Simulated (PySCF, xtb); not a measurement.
B(H)(SeH)2 (BH3Se2), SMILES [SeH]B[SeH]. Atoms are numbered in the order given.

```xyz
6

B      0.0000     0.0000    -0.8522
H      0.0000     0.0000    -2.0502
Se     0.0000     1.6718     0.1245
H      0.0000     2.5249    -1.0785
Se     0.0000    -1.6718     0.1245
H      0.0000    -2.5249    -1.0785
```
Charge 0, spin multiplicity 1.

The structure is a stationary point at B3LYP-D3(BJ)/def2-SVP. The structure was generated by enumeration, and PubChem lists no compound with its InChIKey, so it may never have been made. The values are those of a single conformer.

Level of theory: IEF-PCM-PBE0/def2-SVP run with PySCF.

The values are the electrostatic part of the solvation free energy, E(continuum) − E(gas) at the gas-phase geometry, in a cavity of scaled van der Waals radii (PySCF's table); cavitation and dispersion terms are not included. In vacuum the orbital gap is 5.88 eV. The dipole moment in vacuum is 1.20 D.

```csv
solvent,ε,ΔG(elec) (kcal/mol),dipole (D),gap (eV)
water,78.36,-2.5,1.72,5.89
1-octanol,9.86,-2.1,1.64,5.89
ethanol,24.85,-2.4,1.70,5.89
```

For comparison, GFN2-xTB/ALPB(water) (xtb, at the GFN2-xTB geometry, all terms of that model) gives -2.5 kcal/mol.
